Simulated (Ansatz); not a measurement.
A short molecular-dynamics run on Al₈As₈H₂₂, a nanocrystal cut from wurtzite AlAs (hydrogen-capped).

```yaml
crystal:
  periodic: [false, false, false]
  atoms:
    - {symbol: Al, position_ang: [0.534121, -4.508214, -1.463359]}
    - {symbol: As, position_ang: [0.509256, -4.230309, 1.080516]}
    - {symbol: As, position_ang: [0.543090, -2.038790, -1.961245]}
    - {symbol: Al, position_ang: [-1.558007, -0.897421, -1.281453]}
    - {symbol: Al, position_ang: [0.535508, -2.011675, 2.251715]}
    - {symbol: As, position_ang: [-1.377961, -0.796167, 1.222583]}
    - {symbol: As, position_ang: [-1.494381, 1.493605, -1.958621]}
    - {symbol: Al, position_ang: [-3.634014, 2.725159, -1.457421]}
    - {symbol: Al, position_ang: [-1.471940, 1.467608, 2.254335]}
    - {symbol: As, position_ang: [-3.408534, 2.553523, 1.085938]}
    - {symbol: Al, position_ang: [2.658629, -1.002559, -1.195942]}
    - {symbol: As, position_ang: [2.450861, -0.780561, 1.273648]}
    - {symbol: As, position_ang: [2.389574, 1.379808, -1.960559]}
    - {symbol: Al, position_ang: [0.462520, 2.804880, -1.193293]}
    - {symbol: Al, position_ang: [2.754609, 1.588048, 2.111584]}
    - {symbol: As, position_ang: [0.551514, 2.511343, 1.275954]}
    - {symbol: H, position_ang: [-0.872638, -5.161990, -1.859531]}
    - {symbol: H, position_ang: [1.962455, -5.139410, -1.820978]}
    - {symbol: H, position_ang: [-0.657225, -5.010648, 1.677074]}
    - {symbol: H, position_ang: [1.627896, -5.057421, 1.704855]}
    - {symbol: H, position_ang: [0.580670, -1.918122, -3.484090]}
    - {symbol: H, position_ang: [-2.882504, -1.660828, -1.745238]}
    - {symbol: H, position_ang: [0.493685, -2.129715, 3.843084]}
    - {symbol: H, position_ang: [-2.621902, -1.514144, 1.739678]}
    - {symbol: H, position_ang: [-1.372211, 1.467314, -3.481587]}
    - {symbol: H, position_ang: [-4.906392, 1.840476, -1.859380]}
    - {symbol: H, position_ang: [-3.460186, 4.278777, -1.807497]}
    - {symbol: H, position_ang: [-1.593574, 1.488967, 3.845845]}
    - {symbol: H, position_ang: [-4.665557, 1.925396, 1.678274]}
    - {symbol: H, position_ang: [-3.572068, 3.932284, 1.716425]}
    - {symbol: H, position_ang: [4.012071, -1.662687, -1.726203]}
    - {symbol: H, position_ang: [3.674158, -1.539575, 1.782454]}
    - {symbol: H, position_ang: [2.356543, 1.361997, -3.486918]}
    - {symbol: H, position_ang: [3.701414, 2.136145, -1.785652]}
    - {symbol: H, position_ang: [0.568983, 4.307452, -1.722120]}
    - {symbol: H, position_ang: [2.767921, 1.594399, 3.712372]}
    - {symbol: H, position_ang: [3.906846, 2.253445, 1.208157]}
    - {symbol: H, position_ang: [0.506768, 3.949623, 1.786607]}
basis:
  gaussian: {orbitals: "6-31G*", fitting: {mean_field: def2-universal-jkfit}}
magnetization: {spin_polarized: true, initial_magnetization: 0}
hamiltonian: {xc: {name: PBE}}
md: {timestep: 2 fs, n_steps: 15, ensemble: nvt_nose_hoover, temperature: 1500, initial_velocities: maxwell_boltzmann, seed: 258}
scf: {omitted_lower_state_checks: [starts]}
```

```sh
$ ansatz run in.yaml --threads 2 --pin off --events-out ev --progress --plain --max-ram 20480MiB --backend cuda --devices 0, --max-vram 18GiB
```

| step | time (fs) | potential energy (eV) | kinetic (eV) | T (K) | conserved (eV) |
| --- | --- | --- | --- | --- | --- |
| 0 | 0.0 | -539707.0735 | 6.9800 | 1500 | -539700.0935 |
| 1 | 2.0 | -539706.3285 | 6.3321 | 1361 | -539699.9964 |
| 2 | 4.0 | -539705.6285 | 5.6907 | 1223 | -539699.9383 |
| 3 | 6.0 | -539705.6913 | 5.6397 | 1212 | -539700.0533 |
| 4 | 8.0 | -539705.0596 | 5.0463 | 1084 | -539700.0172 |
| 5 | 10.0 | -539704.0295 | 4.0759 | 876 | -539699.9602 |
| 6 | 12.0 | -539703.4517 | 3.5156 | 756 | -539699.9463 |
| 7 | 14.0 | -539703.5246 | 3.5438 | 762 | -539699.9957 |
| 8 | 16.0 | -539703.5409 | 3.5252 | 758 | -539700.0367 |
| 9 | 18.0 | -539703.1309 | 3.2090 | 690 | -539699.9500 |
| 10 | 20.0 | -539703.3046 | 3.3363 | 717 | -539700.0049 |
| 11 | 22.0 | -539703.5525 | 3.5869 | 771 | -539700.0125 |
| 12 | 24.0 | -539703.5365 | 3.5982 | 773 | -539699.9975 |
| 13 | 26.0 | -539703.4704 | 3.5669 | 767 | -539699.9763 |
| 14 | 28.0 | -539703.6137 | 3.7147 | 798 | -539699.9871 |
| 15 | 30.0 | -539703.7641 | 3.8369 | 825 | -539700.0327 |

Velocities are drawn at the set temperature; a run this short doesn't reach equilibrium. The conserved energy moves by 0.16 eV, a sign that the time step is too long.

The 6-31G sets use Cartesian d functions.

Frames (Å, forces in eV/Å):

```xyz
38
time=0.0 fs
Al    0.534   -4.508   -1.463    0.004   -0.033   -0.024
As    0.509   -4.230    1.081    0.004   -0.001   -0.040
As    0.543   -2.039   -1.961    0.001   -0.097   -0.002
Al   -1.558   -0.897   -1.281   -0.014   -0.008   -0.043
Al    0.536   -2.012    2.252   -0.003   -0.040    0.048
As   -1.378   -0.796    1.223   -0.007   -0.004    0.026
As   -1.494    1.494   -1.959   -0.083    0.049   -0.002
Al   -3.634    2.725   -1.457   -0.027    0.020   -0.024
Al   -1.472    1.468    2.254   -0.036    0.017    0.048
As   -3.409    2.554    1.086    0.002    0.005   -0.039
Al    2.659   -1.003   -1.196    0.029   -0.010   -0.022
As    2.451   -0.781    1.274    0.039    0.023    0.025
As    2.390    1.380   -1.961    0.042    0.024   -0.021
Al    0.463    2.805   -1.193    0.006    0.030   -0.022
Al    2.755    1.588    2.112    0.022    0.013    0.029
As    0.552    2.511    1.276    0.039    0.022    0.025
H    -0.873   -5.162   -1.860   -0.024   -0.022   -0.015
H     1.962   -5.139   -1.821    0.024   -0.024   -0.014
H    -0.657   -5.011    1.677   -0.025   -0.048    0.035
H     1.628   -5.057    1.705    0.023   -0.050    0.033
H     0.581   -1.918   -3.484    0.000   -0.005   -0.074
H    -2.883   -1.661   -1.745   -0.035   -0.020   -0.014
H     0.494   -2.130    3.843    0.000   -0.008    0.044
H    -2.622   -1.514    1.740   -0.056   -0.032    0.033
H    -1.372    1.467   -3.482   -0.005    0.003   -0.074
H    -4.906    1.840   -1.859   -0.032   -0.010   -0.015
H    -3.460    4.279   -1.807   -0.009    0.033   -0.014
H    -1.594    1.489    3.846   -0.007    0.004    0.044
H    -4.666    1.925    1.678   -0.054    0.002    0.035
H    -3.572    3.932    1.716   -0.033    0.045    0.033
H     4.012   -1.663   -1.726    0.040   -0.016   -0.016
H     3.674   -1.540    1.782    0.059   -0.033    0.030
H     2.357    1.362   -3.487    0.027    0.016   -0.033
H     3.701    2.136   -1.786    0.034    0.020   -0.030
H     0.569    4.307   -1.722    0.006    0.043   -0.016
H     2.768    1.594    3.712    0.018    0.011    0.036
H     3.907    2.253    1.208    0.031    0.018    0.000
H     0.507    3.950    1.787    0.001    0.067    0.030
38
time=6.0 fs
Al    0.538   -4.499   -1.471   -0.034    0.318    0.220
As    0.501   -4.243    1.045   -0.688   -0.475    0.625
As    0.553   -2.073   -1.953   -0.032    0.250   -0.437
Al   -1.489   -0.905   -1.163   -0.018    0.643   -1.241
Al    0.551   -2.027    2.220   -0.217    0.323    0.366
As   -1.424   -0.835    1.223    0.329    0.194    0.418
As   -1.493    1.468   -1.971    0.645    0.984    0.907
Al   -3.668    2.733   -1.468   -0.336   -0.725   -0.934
Al   -1.450    1.494    2.187   -0.631   -0.479    1.397
As   -3.380    2.574    1.086   -0.296    0.107   -0.896
Al    2.580   -0.998   -1.231   -0.178    0.371    1.019
As    2.468   -0.727    1.275   -0.067   -0.514   -0.056
As    2.376    1.341   -1.957    0.230    1.375    0.170
Al    0.500    2.931   -1.119   -0.755   -0.984   -0.863
Al    2.781    1.618    2.073    0.083    0.377    0.676
As    0.544    2.508    1.313    0.606   -0.015   -0.323
H    -0.939   -4.898   -1.812   -0.305   -0.460   -0.215
H     1.977   -5.093   -1.497    0.475   -0.451   -0.425
H    -0.616   -5.179    1.605   -0.001    0.644   -0.176
H     1.482   -5.150    1.750    0.621   -0.023   -0.050
H     0.715   -1.783   -3.462   -0.219   -0.193    0.183
H    -2.772   -1.315   -1.977   -0.379   -0.560    0.065
H     0.406   -1.864    3.814    0.087   -0.266   -0.063
H    -2.721   -1.566    1.482   -0.228   -0.104    0.360
H    -1.327    1.404   -3.473    0.028   -0.017   -0.336
H    -4.724    1.478   -2.053    0.435    1.099    0.576
H    -3.672    4.340   -1.966   -0.027   -0.801    0.336
H    -1.714    1.471    3.845    0.232    0.024   -0.814
H    -4.677    2.030    1.633   -0.226   -0.240    0.206
H    -3.623    3.982    1.562    0.118    0.368    0.287
H     3.924   -1.534   -1.704    1.006   -0.520   -0.394
H     3.631   -1.597    1.773    0.015    0.102   -0.011
H     2.398    1.100   -3.478    0.032    0.444    0.110
H     3.630    2.290   -1.723   -0.423   -0.894   -0.375
H     0.488    4.437   -1.624    0.199    0.133    0.000
H     2.789    1.940    3.672   -0.015   -0.314   -0.219
H     3.934    2.352    1.237    0.018   -0.061   -0.238
H     0.596    3.878    1.945   -0.086    0.343    0.144
38
time=12.0 fs
Al    0.542   -4.488   -1.475    0.387   -0.792   -0.012
As    0.490   -4.257    1.013    1.114   -0.760    1.283
As    0.563   -2.106   -1.946   -0.343    0.321   -0.274
Al   -1.420   -0.904   -1.062   -1.422    0.529   -3.583
Al    0.564   -2.038    2.193   -0.320    0.606    0.569
As   -1.468   -0.872    1.226   -1.044   -0.480    1.470
As   -1.489    1.447   -1.981    1.209    1.494    0.282
Al   -3.705    2.731   -1.488    0.669   -1.278   -0.142
Al   -1.435    1.515    2.135   -0.757   -0.868    0.235
As   -3.352    2.595    1.082   -2.786    1.199   -0.162
Al    2.503   -0.989   -1.254    2.831   -0.492    0.786
As    2.485   -0.676    1.276   -0.235   -0.930   -0.175
As    2.362    1.308   -1.953   -1.666    0.777   -0.035
Al    0.528    3.045   -1.055   -1.098   -1.150   -1.368
Al    2.808    1.653    2.043    0.334    0.744    0.489
As    0.540    2.505    1.349    1.178    1.456    0.056
H    -1.064   -4.780   -1.826    0.830   -0.359    0.035
H     2.099   -5.173   -1.324   -1.028    0.158   -0.672
H    -0.602   -5.168    1.493   -0.721    0.073    0.276
H     1.535   -5.244    1.774   -0.534    0.982   -0.841
H     0.779   -1.708   -3.401   -0.283   -0.197   -0.216
H    -2.767   -1.161   -2.157    0.832   -0.445    1.096
H     0.349   -1.691    3.765    0.162   -0.471   -0.140
H    -2.895   -1.653    1.360    1.262    0.720    0.245
H    -1.277    1.338   -3.544   -0.092    0.034    0.753
H    -4.432    1.440   -2.072   -0.733    0.062    0.187
H    -3.892    4.186   -2.028    0.012    0.541   -0.018
H    -1.768    1.459    3.636    0.020   -0.023    0.914
H    -4.816    2.024    1.684    1.732    0.568   -0.531
H    -3.631    4.149    1.514    0.434   -1.415   -0.137
H     4.090   -1.553   -1.788   -1.319    0.324    0.397
H     3.597   -1.621    1.760    0.047    0.167   -0.023
H     2.446    0.981   -3.444   -0.093    0.529   -0.131
H     3.497    2.209   -1.767    1.556    0.282   -0.010
H     0.473    4.598   -1.523    0.292   -0.261    0.108
H     2.806    2.181    3.573    0.010   -0.463    0.035
H     3.961    2.426    1.191   -0.204   -0.263   -0.195
H     0.650    3.901    2.133   -0.233   -0.919   -0.552
38
time=18.0 fs
Al    0.550   -4.485   -1.480   -0.075   -0.447   -0.049
As    0.483   -4.273    0.986   -1.871    1.147    0.156
As    0.571   -2.138   -1.940   -0.607    0.549   -0.433
Al   -1.367   -0.896   -1.004   -0.056    0.705   -3.132
Al    0.573   -2.041    2.173   -0.293    0.638   -0.099
As   -1.515   -0.911    1.234    2.244    1.400    1.825
As   -1.480    1.432   -1.987    1.031    1.962    1.934
Al   -3.733    2.715   -1.511    0.937   -0.489    0.026
Al   -1.430    1.524    2.089   -1.144   -1.344    1.124
As   -3.334    2.621    1.075    2.000   -0.456   -3.126
Al    2.459   -0.986   -1.266    1.875   -0.176    1.358
As    2.501   -0.629    1.276   -0.573   -1.039   -0.276
As    2.343    1.280   -1.948    0.452    2.775   -0.011
Al    0.542    3.144   -1.008   -0.926   -1.741   -1.197
Al    2.840    1.697    2.018    0.146    0.470    0.076
As    0.541    2.508    1.385    1.267   -0.512   -1.404
H    -0.961   -4.792   -1.840   -0.119   -0.508   -0.173
H     1.938   -5.227   -1.370    0.257   -0.325   -0.536
H    -0.765   -5.088    1.450    0.454    0.402    0.067
H     1.496   -5.098    1.581    1.375   -1.209    0.774
H     0.747   -1.703   -3.396   -0.267   -0.223   -0.104
H    -2.537   -1.168   -2.012   -0.649   -0.742   -0.033
H     0.343   -1.671    3.690    0.117   -0.426    0.453
H    -2.775   -1.569    1.333   -1.950   -1.013    0.542
H    -1.247    1.278   -3.445    0.163   -0.074   -0.891
H    -4.380    1.408   -2.032   -1.040   -0.491    0.002
H    -4.108    4.161   -2.080    0.166    0.138    0.136
H    -1.801    1.442    3.650    0.199    0.050    0.037
H    -4.524    2.148    1.619   -2.736   -1.232    1.399
H    -3.514    3.983    1.456   -0.052    2.124    0.818
H     3.888   -1.491   -1.762    0.139   -0.201   -0.047
H     3.585   -1.596    1.743    0.240    0.038    0.025
H     2.463    1.037   -3.453   -0.259    0.329   -0.168
H     3.717    2.102   -1.836   -0.635   -0.976   -0.018
H     0.554    4.691   -1.393    0.229    0.038   -0.045
H     2.828    2.274    3.493    0.095   -0.309    0.459
H     3.929    2.419    1.077   -0.052   -0.138   -0.196
H     0.634    3.716    2.193   -0.083    1.305    0.729
38
time=24.0 fs
Al    0.557   -4.488   -1.486   -0.235   -1.056   -0.332
As    0.470   -4.287    0.960    1.212    0.234    0.945
As    0.577   -2.167   -1.937   -0.759    0.700   -0.612
Al   -1.316   -0.879   -0.987   -0.459    0.133   -2.932
Al    0.578   -2.036    2.152   -0.220    0.533    0.340
As   -1.556   -0.945    1.252   -0.642    0.018    2.229
As   -1.465    1.426   -1.987    0.908    1.742    0.324
Al   -3.752    2.691   -1.534   -0.551   -1.270   -0.625
Al   -1.440    1.516    2.057   -1.182   -1.571    2.083
As   -3.314    2.647    1.058   -2.250    1.054   -0.007
Al    2.437   -0.984   -1.260    1.016   -0.066    1.366
As    2.514   -0.587    1.275   -0.486   -1.259   -0.180
As    2.325    1.264   -1.944    0.113    2.471   -0.717
Al    0.545    3.221   -0.976   -0.469   -1.716   -0.852
Al    2.873    1.748    1.995    0.047    0.404    0.420
As    0.547    2.511    1.416    1.290    1.472   -0.117
H    -0.884   -4.972   -1.910   -0.299   -0.240   -0.115
H     1.847   -5.385   -1.602    0.405   -0.088   -0.263
H    -0.825   -4.908    1.447    0.104   -0.334    0.336
H     1.698   -5.172    1.519   -1.265    0.456   -0.213
H     0.625   -1.773   -3.424   -0.146   -0.190    0.150
H    -2.508   -1.426   -1.863   -0.465   -0.332   -0.055
H     0.382   -1.802    3.735    0.171   -0.417   -0.038
H    -2.995   -1.661    1.457    1.248    0.598   -0.017
H    -1.183    1.207   -3.518   -0.116    0.169    0.585
H    -4.640    1.268   -1.975    0.275    1.109    0.495
H    -4.262    4.186   -2.089    0.512   -0.615    0.323
H    -1.773    1.442    3.702    0.281    0.111   -0.738
H    -4.675    2.060    1.810    1.427    0.703   -0.719
H    -3.380    4.184    1.582    0.057   -1.337   -0.270
H     3.778   -1.513   -1.770    1.046   -0.445   -0.301
H     3.639   -1.545    1.728   -0.051    0.192   -0.082
H     2.391    1.206   -3.499   -0.353    0.071    0.362
H     3.805    1.729   -1.902   -0.252   -0.175    0.204
H     0.713    4.783   -1.275    0.064   -0.079   -0.142
H     2.884    2.251    3.537    0.198   -0.339   -0.131
H     3.876    2.364    0.900    0.004    0.013    0.012
H     0.575    3.784    2.377   -0.179   -0.656   -0.714
38
time=30.0 fs
Al    0.561   -4.506   -1.496   -0.314   -2.782   -1.198
As    0.461   -4.299    0.939    0.148    0.982    0.469
As    0.579   -2.193   -1.936   -0.771    0.531   -0.314
Al   -1.271   -0.861   -1.005   -2.092   -1.226   -2.491
Al    0.581   -2.025    2.136   -0.138    0.218    0.602
As   -1.599   -0.979    1.280    0.979    0.868    1.428
As   -1.447    1.429   -1.984    0.441    1.649    0.651
Al   -3.776    2.651   -1.564    0.050   -1.463    0.367
Al   -1.464    1.488    2.049   -0.517   -1.439    0.226
As   -3.302    2.676    1.040   -0.856    0.295   -0.565
Al    2.430   -0.984   -1.238    2.748   -1.058    0.142
As    2.525   -0.550    1.273   -0.760   -1.018   -0.214
As    2.307    1.259   -1.943   -0.435    2.011   -0.053
Al    0.541    3.277   -0.955    0.031   -1.472   -0.359
Al    2.908    1.803    1.977    0.033    0.125   -0.007
As    0.560    2.519    1.446    0.866    0.644   -0.688
H    -0.882   -5.220   -2.008    0.597    0.491    0.306
H     1.874   -5.553   -1.910   -0.630    0.989    0.372
H    -0.835   -4.820    1.547    0.194   -0.361    0.096
H     1.591   -5.173    1.437   -0.127   -0.318    0.417
H     0.455   -1.903   -3.421    0.044    0.031   -0.141
H    -2.632   -1.778   -1.744    1.002    0.899    0.543
H     0.476   -2.070    3.772    0.136   -0.176   -0.439
H    -2.935   -1.623    1.594   -0.019   -0.092    0.016
H    -1.145    1.184   -3.467   -0.027    0.120   -0.023
H    -4.843    1.445   -1.769    0.137    0.120    0.116
H    -4.258    4.059   -2.008    0.233    0.732   -0.254
H    -1.662    1.476    3.573   -0.107    0.069    0.990
H    -4.514    2.133    1.841    0.257    0.244   -0.238
H    -3.235    4.085    1.660   -0.069   -0.192   -0.057
H     3.950   -1.654   -1.850   -1.134    0.569    0.579
H     3.690   -1.443    1.691    0.091   -0.071    0.010
H     2.207    1.400   -3.457   -0.072   -0.179   -0.150
H     3.833    1.283   -1.910    0.152    0.484    0.027
H     0.892    4.845   -1.204   -0.167   -0.360   -0.198
H     3.006    2.121    3.555    0.215   -0.109   -0.163
H     3.821    2.312    0.731   -0.018    0.109    0.354
H     0.462    3.724    2.386   -0.100    0.137   -0.163
```

Hardware: 2 threads of AMD EPYC 7R13 on a shared host and a share (18 GiB) of an NVIDIA H100 80GB HBM3. Wall time 75 s, peak host memory 1.2 GiB.
